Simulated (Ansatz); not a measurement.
Two isomers of C2H6OZn: A = `[CH3][Zn][CH2]O`, B = `C[CH2][Zn][OH]`.

Computed with Ansatz on PBE0-D4/def2-TZVP structures; ΔE is electronic, products minus reactants. CCSD(T)/CBS adds triple-zeta CCSD(T) − MP2 to the extrapolated MP2 energy (def2 sets, frozen cores). Functionals use def2-TZVPP. B3LYP here is the variant with VWN-RPA as its local correlation; programs differ in this. For Zn outer-core shells are correlated without core-valence functions, which leaves a few kJ/mol of doubt a bond. Scalar relativity is left out up to krypton. One conformer a species, not always the lowest.

A:

```xyz
10

C     1.0565   -1.9130   -0.3548
Zn    0.1994   -0.2449    0.1581
C    -0.6642    1.4712    0.6165
O    -1.0758    2.2251   -0.5327
H     0.9795   -2.0811   -1.4323
H     0.5944   -2.7645    0.1518
H     2.1181   -1.9031   -0.0932
H     0.0731    2.0997    1.1249
H    -1.4944    1.3609    1.3273
H    -1.7868    1.7498   -0.9656
```

B:

```xyz
10

C    -1.364    0.247    0.565
C     0.097   -0.116    0.820
Zn    1.191   -0.301   -0.764
O     2.210   -0.595   -2.196
H    -1.872   -0.502   -0.047
H    -1.925    0.330    1.502
H    -1.464    1.205    0.048
H     0.569    0.635    1.461
H     0.163   -1.061    1.370
H     2.393    0.157   -2.760
```

Q: Which isomer does CCSD(T)/CBS put lower? Give the gap. (Estimate.)

A: The calculation gave: B, by 133.3 kJ/mol.

Q: Give E(B) − E(A) in kJ/mol with B3LYP, CCSD/def2-TZVPP, B3LYP-D4, ωB97M-V, B2PLYP, PBE0-D4, CCSD(T)/def2-TZVPP. (An estimate is asked.)

A: The calculation gave: B3LYP -122.2, CCSD/def2-TZVPP -130.5, B3LYP-D4 -123.5, ωB97M-V -123.0, B2PLYP -129.3, PBE0-D4 -121.9, CCSD(T)/def2-TZVPP -129.6. None reverses the order clearly.

Largest T1 diagnostic: 0.015.

From PBE to PBE0 (25 % exact exchange), in def2-TZVPP and without D4, E(B) − E(A) moves by −3.4 kJ/mol.
